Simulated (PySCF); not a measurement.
## Relaxation of singlet WSCl₄

All numbers come from PySCF, B3LYP, basis W def2-SVP with ECP60, S def2-SVP, Cl def2-SVP (scalar-relativistic core potentials, no spin–orbit coupling, density fitting). A (50,194) grid was used.

A hand-made trigonal bipyramidal (ligand arrangement 1) start, of C2v symmetry, held to at least that symmetry:

```xyz
6
charge 0 multiplicity 1, angstrom
W    -0.0198   -0.0343    0.0000
S    -1.0898   -1.8876    0.0000
Cl   -0.0198   -0.0343    2.3600
Cl   -0.0198   -0.0343   -2.3600
Cl    2.3402   -0.0343    0.0000
Cl   -1.1998    2.0095    0.0000
```

(1) What does it relax to?

(2) How much energy is released, and in how many steps?

Results:

(1) It ends at C4v with W–Cl 2.321 Å (×4), W–S 2.107 Å; Cl–W–Cl 86.5° (×4), Cl–W–Cl 151.2° (×2), Cl–W–S 104.4° (×4) (after a last refinement on a finer grid). The frequency run here used a shortcut that can spoil soft modes, so no verdict on minimum or saddle point is given. Other isomers or separated fragments may lie lower.

(2) 49.6 kJ/mol in 8 steps.

No spin–orbit coupling is included, which matters more the heavier the element.

The relaxation took roughly 5 core-minutes on a shared host.
